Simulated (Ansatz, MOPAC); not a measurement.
Molecule: Si2NH6 (charge 0, doublet). SMILES: N[SiH2][SiH2]

Atoms: N1, Si2, Si3, H4, H5, H6, H7, H8, H9. Bonds: N1-Si2, N1-H4, N1-H5, Si2-Si3, Si2-H6, Si2-H7, Si3-H8, Si3-H9.

Bond lengths (Å) and angles (degrees) optimised at AM1 with MOPAC; PM3 with MOPAC; PM6 with MOPAC; MNDO with MOPAC; HF/6-31G* with Ansatz (a program for electronic structure); PBE/6-31G* with Ansatz, each started from the B3LYP-D3(BJ)/def2-TZVP structure (Ansatz) of the last column. A row stands for all coordinates that are equal there; 9 of 18 kinds are shown. 6-31G* holds six Cartesian d functions. No wavenumbers were computed at MNDO, PBE/6-31G*, so these may be saddle points.

| coordinate | AM1 | PM3 | PM6 | MNDO | HF/6-31G* | PBE/6-31G* | B3LYP-D3(BJ)/def2-TZVP |
|---|---|---|---|---|---|---|---|
| N1-Si2 | 1.688 | 1.780 | 1.731 | 1.709 | 1.731 | 1.753 | 1.725 |
| N1-H4 | 0.984 | 0.997 | 1.010 | 0.989 | 0.999 | 1.022 | 1.008 |
| Si2-Si3 | 2.440 | 2.390 | 2.059 | 2.130 | 2.346 | 2.345 | 2.340 |
| Si2-H6 | 1.468 | 1.495 | 1.488 | 1.384 | 1.485 | 1.517 | 1.494 |
| Si2-H7 | 1.467 | 1.496 | 1.488 | 1.384 | 1.477 | 1.502 | 1.483 |
| Si3-H8 | 1.460 | 1.483 | 1.514 | 1.374 | 1.481 | 1.507 | 1.488 |
| N1-Si2-Si3 | 116.8 | 111.0 | 125.3 | 113.1 | 108.4 | 107.8 | 107.6 |
| Si2-N1-H4 | 123.6 | 116.1 | 125.6 | 123.2 | 120.5 | 117.3 | 120.7 |
| Si2-N1-H5 | 123.6 | 116.1 | 125.6 | 123.2 | 119.7 | 116.8 | 120.5 |

Mean signed difference of all 8 bond lengths from B3LYP-D3(BJ)/def2-TZVP: AM1 -0.010 Å, PM3 0.011 Å, PM6 -0.027 Å, MNDO -0.087 Å, HF/6-31G* -0.004 Å, PBE/6-31G* 0.018 Å.
